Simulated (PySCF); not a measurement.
Compound: C3H11FPSi2 (doublet state).
Geometry (GFN2-xTB, Å), atoms numbered from 1 in this order:
```xyz
18
C3H11FPSi2 angstrom
C     -2.703    1.081   -0.216
C     -2.376   -0.385    0.028
C     -1.166   -0.846   -0.776
Si     0.461    0.028   -0.258
F      0.636   -0.479    1.293
P      2.244   -0.858   -1.285
Si     3.944    0.179   -0.276
H     -1.871    1.709    0.099
H     -2.888    1.260   -1.272
H     -3.589    1.372    0.343
H     -3.241   -0.995   -0.246
H     -2.184   -0.544    1.090
H     -1.020   -1.919   -0.624
H     -1.355   -0.697   -1.840
H      2.179   -0.016   -2.377
H      4.174   -0.528    0.979
H      3.653    1.593   -0.029
H      5.092    0.053   -1.174
```

The hyperfine couplings belong to this conformer and change with its torsions.

The species is `CCC[Si](F)P[SiH3]` [radical].

Computed with PySCF 2.14.0, UKS B3LYP, pcH-1 on C F H P Si, non-relativistic, mean-field spin-orbit, GIAO. The structure is a single GFN2-xTB conformer in the gas phase; no vibrational or solvent corrections. A GFN2-xTB geometry isn't a minimum of the functional, and hyperfine couplings can be far from their values at a DFT geometry, by a factor of two or more for some ions and for spin on atoms past the first row. Stability of the SCF solution: not tested.

Problem. Give the principal g shifts and their parts.

Solution. 
```
                    Δg (ppm)      1     2     3
relativistic mass correction   -175  -175  -175
            gauge correction     44    16    56
   orbital Zeeman/spin–orbit  -1581   -53  4513
                       total  -1712  -212  4394
```

So g = 2.00061, 2.00211, 2.00671 and g_iso = 2.00314; the tensor is rhombic: the two nearest values differ by 25 % of g3 − g1. Axes: g3 points within 13° of the Si4–F5 bond.

Problem. At 9.477 GHz, how far is the centre of the isotropic spectrum from where a free electron (g = 2.002319) resonates?

Solution. B = hν/(g μB) with μB/h = 13.99624 MHz/mT gives 338.16 mT for the free electron and 338.02 mT at g_iso, 0.14 mT lower.

Problem. Average each term over the three axes. Which is largest in size?

Solution. The orbital-Zeeman/spin–orbit term 960, the mass correction -175 and the gauge correction 39 ppm, for a total of 823 ppm. The orbital-Zeeman/spin–orbit term is the largest in size. The mass correction is the same along every axis, so the anisotropy comes from the other two: their spans along these axes are 40 (gauge) and 6094 ppm (orbital Zeeman/spin–orbit).

Problem. In a frozen sample, at which fields do the three g values resonate at 9.5, 34, 94 and 263 GHz (hyperfine left aside), and which band first spreads them over more than twice a line width of 1.0 mT?

Solution. 
```csv
band,GHz,B(g3) mT,B(g2) mT,B(g1) mT,spread mT
X,9.5,338.24,339.02,339.27,1.03
Q,34.0,1210.55,1213.33,1214.24,3.69
W,94.0,3346.81,3354.51,3357.02,10.21
J,263.0,9363.95,9385.49,9392.52,28.58
```

The spread grows in proportion to the frequency. Q band is the first where it exceeds 2.0 mT.

Largest spin populations (Mulliken): Si4 (+0.71), P6 (+0.17) and C3 (+0.07). The angles at Si4 add up to 316.7°, so it is pyramidal.

The HOMO–LUMO gaps are 5.12 eV among the α and 4.39 eV among the β orbitals.
